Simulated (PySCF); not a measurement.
Ligands exchanged one at a time, Ga F-SH. All species are isolated molecules in the gas phase. One relaxed conformer stands for each flexible species; it need not be the lowest. Strings in code marks are SMILES.

The T1 excitation (TDA) from two functionals at the same geometries (CAM-B3LYP-D3(BJ)/def2-TZVP), both in PySCF: PBE-D3(BJ)/def2-TZVP and CAM-B3LYP-D3(BJ)/def2-TZVP. Excitations are Tamm–Dancoff values on a coarser integration grid. The basis has no diffuse functions, so Rydberg states are missing or too high.

| species | PBE-D3(BJ)/def2-TZVP (eV) | CAM-B3LYP-D3(BJ)/def2-TZVP (eV) |
|---|---|---|
| 0 of 3 F replaced by SH (`[F][Ga]([F])[F]`) | 6.12 | 7.30 |
| 1 of 3 F replaced by SH (`[F][Ga]([F])[SH]` (F–Ga–S–H torsion 0°)) | 4.51 | 5.09 |
| 2 of 3 F replaced by SH | 4.44 | 5.11 |
| 3 of 3 F replaced by SH (`[SH][Ga]([SH])[SH]`) | 4.46 | 5.20 |

Over these rows, drawn at random from the members with no instability flagged (it was tested for open shells, ions and some series alone), PBE minus CAM-B3LYP-D3(BJ): mean -0.79 eV, from -1.18 eV to -0.58 eV.
